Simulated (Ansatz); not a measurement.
Computed with Ansatz on PBE0-D4/def2-TZVP structures; ΔE is electronic, products minus reactants. CBS: MP2 limit from def2 TZ/QZ plus the TZ coupled-cluster correction, frozen cores. DFT in def2-TZVPP. B3LYP here is the variant with VWN-RPA as its local correlation; programs differ in this. One conformer a species, not always the lowest.

`N[Si]1(F)C=CO1` → `OC1(F)C=N[SiH2]1`  (isomerisation)

`N[Si]1(F)C=CO1`:

Z-matrix (Å, degrees):
```
Si
F 1 1.587
C 1 1.820 2 121.1
O 1 1.713 2 108.6 3 88.1
N 1 1.680 2 105.1 3 -143.5
C 1 2.130 2 123.3 3 46.1
H 3 1.076 1 147.8 2 -75.6
H 5 1.005 1 122.5 2 174.8
H 5 1.006 1 122.2 2 -22.9
H 6 1.087 1 169.5 2 84.1
```

`OC1(F)C=N[SiH2]1`:

Cartesian coordinates in Å:
```
O 0.485 0.724 1.556
C 0.548 0.009 0.389
F 1.789 -0.591 0.274
C 0.191 0.763 -0.891
N -0.870 0.286 -1.423
Si -1.011 -0.976 -0.159
H 1.138 1.435 1.531
H 0.758 1.608 -1.304
H -0.795 -2.358 -0.651
H -2.233 -0.900 0.679
```

```csv
level,ΔE (kcal/mol),difference from CCSD(T)/CBS
ωB97M-V,98.2,-2.3
PBE,92.3,-8.2
r2SCAN,99.7,-0.8
PBE0,96.1,-4.4
B3LYP,97.0,-3.5
MP2/def2-TZVPP,103.2,2.7
SCS-MP2/def2-TZVPP,100.3,-0.2
CCSD(T)/def2-TZVPP,98.3,-2.2
MP2/def2-QZVPP,104.7,4.2
CCSD/CBS(def2),101.4,0.9
CCSD(T)/CBS,100.5,0
```

Largest T1 diagnostic among the species: 0.013.

From PBE to PBE0 (25 % exact exchange), in def2-TZVPP and without D4, ΔE moves by +3.8 kcal/mol.
